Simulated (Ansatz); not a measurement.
Relaxation of a periodic cell of 13 atoms, Zr$_{12}$Cu (host Zr, host structure hcp, interstitial Cu), to a largest force component of 0.03 eV/Å in at most 60 steps.

These are results of DFT PBE, scalar-relativistic, plane waves, PAW in Ansatz, not measurements. Settings: cutoff 420 eV, k mesh 3x2x3, gaussian smearing 0.1 eV, no spin polarisation.

```xyz
13
Lattice="6.4600 0.0000 0.0000 -4.8450 8.3918 0.0000 0.0000 0.0000 5.1454" Properties=species:S:1:pos:R:3
Zr 0.000 0.000 0.000
Zr 0.000 1.865 2.573
Zr -1.615 2.797 0.000
Zr -1.615 4.662 2.573
Zr -3.230 5.595 0.000
Zr -3.230 7.459 2.573
Zr 3.230 0.000 0.000
Zr 3.230 1.865 2.573
Zr 1.615 2.797 0.000
Zr 1.615 4.662 2.573
Zr 0.000 5.595 0.000
Zr 0.000 7.459 2.573
Cu 3.191 3.715 3.845
```

Q: Where does it end, and by what steps?

A: The run converged. Limits of this set-up: coarse k mesh. After 16 steps the energy has fallen by 3.938 eV; Zr9 moved furthest, 0.90 Å.

```json
{"step": "0", "energy less start (eV)": "0.0000", "largest force component (eV/Å)": "3.795", "accepted": "yes"}
{"step": "1", "energy less start (eV)": "-2.8955", "largest force component (eV/Å)": "0.843", "accepted": "yes"}
{"step": "2", "energy less start (eV)": "-3.4376", "largest force component (eV/Å)": "0.513", "accepted": "yes"}
{"step": "3", "energy less start (eV)": "-3.5115", "largest force component (eV/Å)": "0.381", "accepted": "yes"}
{"step": "4", "energy less start (eV)": "-3.5725", "largest force component (eV/Å)": "0.173", "accepted": "yes"}
{"step": "5", "energy less start (eV)": "-3.6030", "largest force component (eV/Å)": "0.144", "accepted": "yes"}
{"step": "6", "energy less start (eV)": "-3.6636", "largest force component (eV/Å)": "0.231", "accepted": "yes"}
{"step": "7", "energy less start (eV)": "-3.6988", "largest force component (eV/Å)": "0.389", "accepted": "yes"}
{"step": "8", "energy less start (eV)": "-3.7489", "largest force component (eV/Å)": "0.187", "accepted": "yes"}
{"step": "9", "energy less start (eV)": "-3.8109", "largest force component (eV/Å)": "0.195", "accepted": "yes"}
{"step": "10", "energy less start (eV)": "-3.8315", "largest force component (eV/Å)": "0.302", "accepted": "yes"}
{"step": "11", "energy less start (eV)": "-3.8866", "largest force component (eV/Å)": "0.170", "accepted": "yes"}
{"step": "12", "energy less start (eV)": "-3.9192", "largest force component (eV/Å)": "0.150", "accepted": "yes"}
{"step": "13", "energy less start (eV)": "-3.8749", "largest force component (eV/Å)": "0.290", "accepted": "no"}
{"step": "14", "energy less start (eV)": "-3.9311", "largest force component (eV/Å)": "0.113", "accepted": "yes"}
{"step": "15", "energy less start (eV)": "-3.9110", "largest force component (eV/Å)": "0.325", "accepted": "no"}
{"step": "16", "energy less start (eV)": "-3.9376", "largest force component (eV/Å)": "0.028", "accepted": "yes"}
```

```xyz
13
Lattice="6.4600 0.0000 0.0000 -4.8450 8.3918 0.0000 0.0000 0.0000 5.1454" Properties=species:S:1:pos:R:3
Zr -0.264 -0.216 0.128
Zr 0.273 1.982 3.234
Zr -1.770 2.851 0.061
Zr -1.365 4.544 2.345
Zr -2.761 5.902 -0.344
Zr -3.314 7.730 2.485
Zr 3.085 0.182 -0.056
Zr 3.622 1.728 2.554
Zr 1.240 2.434 0.737
Zr 1.958 5.062 1.936
Zr 0.251 5.319 -0.391
Zr -0.226 7.288 2.599
Cu 2.461 3.666 3.994
```

The run took 2.2 min on 4 threads of Arm Neoverse V1, with other jobs on the host, peak memory 0.99 GiB.
